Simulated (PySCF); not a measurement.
## Electron correlation in Ar (argon, neutral)

[Ar], closed-shell 1S. Calculation: PySCF 2.14, in cc-pVTZ-DK; the spin-free X2C one-electron Hamiltonian (Gaussian nucleus). Frozen: [Ne]; 8 electrons correlated.

MP2 pair energies summed by pair of shells (mhartree):

```tsv
pair	energy	share (%)
3p-3p	-150.89	73.2
3s-3p	-46.30	22.5
3s-3s	-8.92	4.3
```

Total MP2 correlation energy: -206.10 mhartree.

Same-spin part -51.95 and opposite-spin part -154.16 mhartree; SCS-MP2 scales them by 1/3 and 6/5 to -202.30 mhartree.

```csv
level,correlation energy (mhartree)
CCSD,-223.58
(T),-6.47
CCSD(T),-230.05
```

Diagnostics: T1 = 0.0021, D1 = 0.0034, largest double amplitude 0.049.

Task: Is a single reference adequate?

Result: Yes: T1 lies below 0.03 and no double amplitude reaches 0.07.
